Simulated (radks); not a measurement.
The numbers below are computed, except where a source is named.
Excited configurations of B+: one electron is placed in a higher orbital outside [He] 2s1. The ground configuration is [He] 2s2. Code: a radial shooting solver on a logarithmic mesh with Libxc functionals. Model: non-relativistic Kohn-Sham, PBE, spin-unpolarised, spherical densities, point nucleus. Excitation = E - E(ground); binding = E(ion) - E, where the ion is the core of charge +2; n* = 2/sqrt(2 binding) in atomic units, and the quantum defect is n - n*.

2p: excitation (eV) 6.133; binding (eV) 19.282; n* 1.680; eigenvalue (eV) -13.458
3s: excitation (eV) 16.498; binding (eV) 8.917; n* 2.471; eigenvalue (eV) -6.944
3d: excitation (eV) 19.037; binding (eV) 6.378; n* 2.921; eigenvalue (eV) -4.406
4s: excitation (eV) 20.716; binding (eV) 4.699; n* 3.403; eigenvalue (eV) -3.711
5f: excitation (eV) 23.100; binding (eV) 2.315; n* 4.848; eigenvalue (eV) -1.776
6p: excitation (eV) 23.583; binding (eV) 1.832; n* 5.450; eigenvalue (eV) -1.488
6d: excitation (eV) 23.679; binding (eV) 1.736; n* 5.599; eigenvalue (eV) -1.396
6f: excitation (eV) 23.767; binding (eV) 1.647; n* 5.748; eigenvalue (eV) -1.302
7p: excitation (eV) 24.075; binding (eV) 1.340; n* 6.374; eigenvalue (eV) -1.100
7f: excitation (eV) 24.185; binding (eV) 1.230; n* 6.653; eigenvalue (eV) -0.991

The Delta-SCF ionisation energy is 25.415 eV (NIST Atomic Spectra Database: 25.155 eV, measured). Self-interaction in the functional shifts the binding energies and quantum defects, so they are the method's values and not measured ones. Spin polarisation and multiplet splitting are left out, so open shells lie too high by an amount that depends on their filling.

Beside tabulated values, note that spin-unpolarised runs miss the spin-polarisation part of the exchange energy of open shells.
